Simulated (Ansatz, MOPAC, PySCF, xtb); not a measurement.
Noncovalent pair: NH3 (SMILES N) (first 4 atoms) with H2Se (SMILES [SeH2]); geometry from B3LYP-D3(BJ)/def2-TZVP, rigid monomers moved along the line of their centres of mass till N1···H7 is 1.93 Å.
(charge 0, multiplicity 1):
```xyz
7

N     -0.06812    -0.19824     0.01565
H     -0.97935    -0.30566    -0.41507
H      0.38346     0.60052    -0.41481
H      0.47876    -1.02167    -0.20822
Se    -0.36286     0.18462     3.40286
H      0.96491     0.80432     3.52404
H     -0.21236     0.03198     1.93143
```

Monomers are frozen at their geometry in the pair; levels with a basis set take the counterpoise correction.

Frozen-core correlation. Filled d and f shells under p-block atoms count as core. Rows in 6-31G* carry no dispersion term and start afresh at each structure (6-31G* with six Cartesian d functions); the Pople sets are all-electron and without relativity. The state that PM6 reach isn't checked.

Run with Ansatz (a program for electronic structure); MOPAC for PM6 (differences of heats of formation); PySCF for 6-31G* rows, the dispersion terms; xtb for the GFN methods. Values without a source in brackets are computed.

```tsv
level	interaction energy (kJ/mol)
GFN-FF	-0.6
PM6	-5.8
PBE/def2-TZVPPD	-13.9
PBE-D3(BJ)/def2-TZVPPD	-17.4
B3LYP/6-31G*	-14.9
B3LYP-D3(BJ)/def2-TZVPPD	-12.1
B3LYP-D4/def2-TZVPPD	-11.8
wB97X-V/def2-TZVPPD	…
CCSD(T)/aug-cc-pVTZ	…
```

Question: What belongs in the gaps?

Answer: 
- wB97X-V/def2-TZVPPD, interaction energy (kJ/mol): -9.1
- CCSD(T)/aug-cc-pVTZ, interaction energy (kJ/mol): -7.2
